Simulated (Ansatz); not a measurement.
HfO$_{2}$, singlet, geometry from GFN2-xTB (such geometries of metal compounds can be far from the true shape) (core potentials on Hf). Base run: CAM-B3LYP/def2-SVP (Ansatz, an electronic-structure program).

Ansatz was given this input:
Ansatz 0.2 input:
```yaml
crystal:
  periodic: [false, false, false]
  atoms:
    - {symbol: Hf, position_ang: [0.11643168, -0.00131736, 0.13721368]}
    - {symbol: O, position_ang: [0.59267977, 0.25789576, -1.56254426]}
    - {symbol: O, position_ang: [-1.64056486, -0.24603952, 0.32762113]}
basis:
  gaussian:
    orbitals: def2-SVP
hamiltonian:
  xc: cam_b3lyp
```

The base run was repeated with changes; each row names its change, and settings that it needs were set with it.

```
change                                   E (Eh)
-----------------------------------  ----------
base                                 -198.25461
functional = b3lyp                   -198.37034
functional = pbe                     -198.24266
functional = BHLYP                   -198.15373
functional = wB97X-V                 -198.26270
functional = b3lyp; dispersion = d4  -198.37369
functional = B97M-V                  -198.30395
functional = blyp                    -198.34240
functional = wB97M-V                 -198.22718
functional = hf                      -197.04274
functional = hse06                   -198.17223
functional = blyp; dispersion = d4   -198.34673
functional = pbe; dispersion = d4    -198.24467
```

Absolute energies of different levels of theory aren't comparable as measures of quality.
